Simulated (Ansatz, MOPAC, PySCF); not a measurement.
Potential energy surface of H₂Be, singlet: symmetric bend, bond length relaxed. Scanned: H-Be-H angle. Other coordinates (Be-H bond length) were minimised at B3LYP/def2-TZVP.

RKS-B3LYP/LANL2DZ = restricted B3LYP/LANL2DZ (PySCF); AM1, restricted, heats of formation (MOPAC); RKS-LDA (SVWN5)/6-31G* = restricted LDA (SVWN5)/6-31G*, spherical d (PySCF 2.14.0); FCI/cc-pVTZ = full CI/cc-pVTZ, frozen core (Ansatz, a first-principles code).

Energies relative to the lowest point of each profile, in kJ/mol; the last columns give the difference from FCI:

```tsv
a / °	RKS-B3LYP/LANL2DZ	AM1	RKS-LDA (SVWN5)/6-31G*	FCI/cc-pVTZ	RKS-B3LYP/LANL2DZ − FCI/cc-pVTZ	AM1 − FCI/cc-pVTZ	RKS-LDA (SVWN5)/6-31G* − FCI/cc-pVTZ
180	0.0	0.0	0.0	0.0	0.0	0.0	0.0
170.57	2.3	1.6	1.8	1.8	0.5	-0.2	0.0
159.83	10.5	6.9	8.1	8.2	2.3	-1.3	-0.1
147.95	25.8	17.4	20.6	21.0	4.8	-3.6	-0.4
137.55	44.5	30.3	36.3	37.4	7.0	-7.2	-1.1
129.41	62.3	42.6	52.0	53.9	8.4	-11.3	-1.9
120.03	86.6	59.0	73.9	77.3	9.4	-18.2	-3.3
107.66	125.4	83.4	109.8	115.8	9.6	-32.4	-6.0
102.04	145.8	94.9	129.0	136.6	9.3	-41.7	-7.5
88.81	202.6	120.5	182.4	194.6	8.0	-74.1	-12.2
78.58	256.4	134.4	232.5	249.2	7.2	-114.8	-16.6
70.30	307.1	137.2	279.2	300.0	7.1	-162.8	-20.7
60	378.4	122.6	344.5	370.4	8.0	-247.8	-25.9
```

RKS-B3LYP/LANL2DZ is furthest from FCI/cc-pVTZ at 107.66 (9.6 kJ/mol, above); its mean absolute difference over the points is 6.3 kJ/mol.

AM1 is furthest from FCI/cc-pVTZ at 60 (-247.8 kJ/mol, below); its mean absolute difference over the points is 55.0 kJ/mol.

RKS-LDA (SVWN5)/6-31G* is furthest from FCI/cc-pVTZ at 60 (-25.9 kJ/mol, below); its mean absolute difference over the points is 7.4 kJ/mol.
